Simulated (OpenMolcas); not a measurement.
Rh3+: ligand-field states by method

Rh3+ with 5 ligands (chloride) in trigonal bipyramidal coordination (D3h) at 2.36 Å, the axial distance 2.313 Å. A charge of +0.4 e stands 2.8 Å behind each ligand. Ligand basis ANO-RCC-VDZP.
```
Rh    0.0000    0.0000    0.0000
Cl    2.3600    0.0000    0.0000
Cl   -1.1800    2.0438    0.0000
Cl   -1.1800   -2.0438    0.0000
Cl    0.0000    0.0000    2.3128
Cl    0.0000    0.0000   -2.3128
```

```json
{
  "Program": "OpenMolcas 26.06",
  "Basis": "ANO-RCC-VDZP [6s5p3d1f]",
  "Scalar Hamiltonian": "DKH2, point nucleus",
  "Active space": "6 electrons in 5 orbitals (4d)",
  "State averaging": "2S+1 = 5 even, 5 roots; 2S+1 = 3 even, 45 roots; 2S+1 = 1 even, 50 roots",
  "Spin-orbit coupling": "state interaction with AMFI integrals over the reference wave functions"
}
```

I. CASSCF
II. SS-CASPT2, IPEA 0.25 Eh, imaginary shift 0.1 Eh (closed shells correlated: 4s 4p and the ligand valence shells)

Spin-free states (labels of D3, the rotations of D3h) in cm-1, each column counted from its own energy of the first state listed:

```json
{"State": "2S+1 = 3", "Degeneracy": "1", "I": "0", "II": "0"}
{"State": "5E", "Degeneracy": "2", "I": "3882", "II": "14280"}
{"State": "2S+1 = 3", "Degeneracy": "1", "I": "5561", "II": "5340"}
{"State": "2S+1 = 3", "Degeneracy": "1", "I": "5582", "II": "5370"}
{"State": "1E", "Degeneracy": "2", "I": "5976", "II": "2850"}
{"State": "3E", "Degeneracy": "2", "I": "7644", "II": "7450"}
{"State": "2S+1 = 1", "Degeneracy": "1", "I": "8123", "II": "3420"}
{"State": "5E", "Degeneracy": "2", "I": "8522", "II": "20220"}
{"State": "1E", "Degeneracy": "2", "I": "14041", "II": "9560"}
{"State": "2S+1 = 1", "Degeneracy": "1", "I": "15979", "II": "12600"}
{"State": "2S+1 = 1", "Degeneracy": "1", "I": "16137", "II": "12810"}
{"State": "3E", "Degeneracy": "2", "I": "17476", "II": "18770"}
{"State": "3E", "Degeneracy": "2", "I": "17934", "II": "18730"}
{"State": "3E", "Degeneracy": "2", "I": "18919", "II": "20610"}
{"State": "2S+1 = 3", "Degeneracy": "1", "I": "20482", "II": "21150"}
{"State": "2S+1 = 3", "Degeneracy": "1", "I": "20512", "II": "21790"}
{"State": "2S+1 = 3", "Degeneracy": "1", "I": "21027", "II": "21880"}
{"State": "3E", "Degeneracy": "2", "I": "22803", "II": "24240"}
{"State": "3E", "Degeneracy": "2", "I": "23020", "II": "26530"}
{"State": "2S+1 = 5", "Degeneracy": "1", "I": "23172", "II": "37280"}
```

From I to II, I's first state of the same spin (2S+1 = 3) moves from 5561 to 5340 cm-1, by about -220 cm-1.

From I to II, I's first state of another spin (5E) moves from 3882 to 14280 cm-1, by about +10000 cm-1. In II another state of that kind comes below it.

χT at 300 K: I 1.14, II 0.69 cm3 K/mol.

Roots that are degenerate in the reference are averaged as groups; the widest CASPT2 spread within a group is 380 cm-1 (the 2-fold group of multiplicity 1 near 52700 cm-1 above the lowest state of its run, II). Shifts and gaps below about the spread of the groups concerned are not significant. Over all roots computed the reference weight is 0.63 to 0.68 in II; the roots of lowest weight are the least certain, and an intruder state may touch them. This shell can be high or low spin here, a state of another spin lies low, and with metal d orbitals alone active their balance is uncertain, so the ground spin may be wrong, although the usual error favours high spin. The least metal-like active orbital is 66 % on the metal (Löwdin) and no ligand orbital is active, so the numbers are rough, and ground spin, moment and any spin crossover can be artefacts of this space; highly charged d ions in such sites are as a rule low spin. Ligand-to-metal charge-transfer states are missing. With no ligand orbital active B as a rule stays too high, so bands that hang on it stand too high and its fall with covalency is understated. Without dynamic correlation the repulsion within the d shell is too large (B by tens of per cent), so at a given field states of lower spin stand too high (holds for I). With metal d orbitals alone the field can be off either way by tens of per cent (holds for I). No measured value stands beside these numbers; the geometry was imposed, not optimised, and the real ion may take another.

A state without a sure symmetry label is named by its multiplicity alone.
